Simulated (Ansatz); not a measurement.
A structure relaxed at PBE-D4/def2-SVP in Ansatz, charge 1, doublet:

Cartesian coordinates in Å:
```
As -0.9273 0.7334 1.3708
As -0.4364 -1.3490 0.2697
As 0.2323 -0.2703 -1.7747
As 1.1315 0.8859 0.1343
```

Problem. Give its formula and point group.

Solution. As4⁺. Point group C2v (tolerance 0.1 Å).

Problem. Summarise the bond lengths by kind (pairs closer than 1.2 times the sum of covalent radii, bridged metal pairs left out).

Solution. 5 × As–As 2.41 to 2.73 Å.

Another isomer (doublet) lies 0.75 eV lower at PBE0-D4/def2-TZVP; other spin states weren't run for this one.
